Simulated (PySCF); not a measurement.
Run record: geometry optimisation, `FC(F)(F)[SiH2]O[SiH3]`.

Computed with PBE0-D3(BJ)/def2-SVP geometry optimisation, gas phase (PySCF 2.14.0). Start geometry: GFN2-xTB. A driver script takes a list of jobs; this job's settings line and coordinates (Å) are shown.

Command:
```bash
OMP_NUM_THREADS=1 python probes_run.py task.json out
```

Input:
```
{"job": {"xc": "PBE0", "basis": "def2-SVP", "d3": "d3bj", "grid": 1, "shake": 0.01, "kind": "geom"}, "charge": 0, "multiplicity": 1}
F     -2.067350     0.534690    -0.939700
C     -1.795820     0.091000     0.286950
F     -2.972880    -0.363050     0.790890
F     -1.435310     1.186520     1.017170
Si    -0.370310    -1.240390     0.249390
O      0.954490    -0.418330    -0.110500
Si     1.991320     0.814080    -0.469730
H     -0.252590    -1.754960     1.607190
H     -0.698720    -2.145130    -0.800450
H      1.193800     1.859690    -1.103850
H      2.939320     0.181740    -1.354090
H      2.553740     1.225860     0.817710
```

Output:
```
step   0  E = -993.76426351  max force = 0.023008
step   1  E = -993.77288641  max force = 0.005340
step   2  E = -993.77309432  max force = 0.002080
step   3  E = -993.77317580  max force = 0.001102
step   4  E = -993.77320784  max force = 0.001319
step   5  E = -993.77332375  max force = 0.001486
step   6  E = -993.77345185  max force = 0.002542
step   7  E = -993.77357814  max force = 0.002750
step   8  E = -993.77369016  max force = 0.001470
step   9  E = -993.77372444  max force = 0.001017
step  10  E = -993.77374098  max force = 0.000745
step  11  E = -993.77375850  max force = 0.001351
step  12  E = -993.77377069  max force = 0.001473
step  13  E = -993.77378639  max force = 0.000875
step  14  E = -993.77379620  max force = 0.000236
optimisation converged
```

Energies in Eh; «max force» is the largest Cartesian gradient component in Eh/bohr.

Problem. Give the first gradient maximum in eV/Å.

Solution. With 1 Eh/bohr = 51.422 eV/Å, 1.183 eV/Å.

Summary of the converged run: final energy -993.77380 Eh after 14 steps; dipole 1.57 D.

Problem. Give the final coordinates.

Solution. 0.186 Å rms from the input after alignment:
```
atom  x, y, z in Å
F1    -2.1569    0.4163   -0.7374
C2    -1.7058    0.0259    0.4633
F3    -2.7540   -0.4442    1.1535
F4    -1.2705    1.1321    1.0967
Si5   -0.2866   -1.2731    0.3120
O6     0.9640   -0.5387   -0.4609
Si7    1.8021    0.8819   -0.7042
H8     0.0783   -1.6843    1.6945
H9    -0.7910   -2.4196   -0.4851
H10    0.9059    1.8947   -1.3315
H11    2.9443    0.5808   -1.6096
H12    2.3095    1.4002    0.5995
```

Hardware: Arm Neoverse V1, one thread, shared host with 64 logical CPUs at a one-minute load of 35. Cost: 1.8 min wall, 0.55 GiB resident at most.
Labels such as C1 count atoms from 1, the log's own numbers from 0.
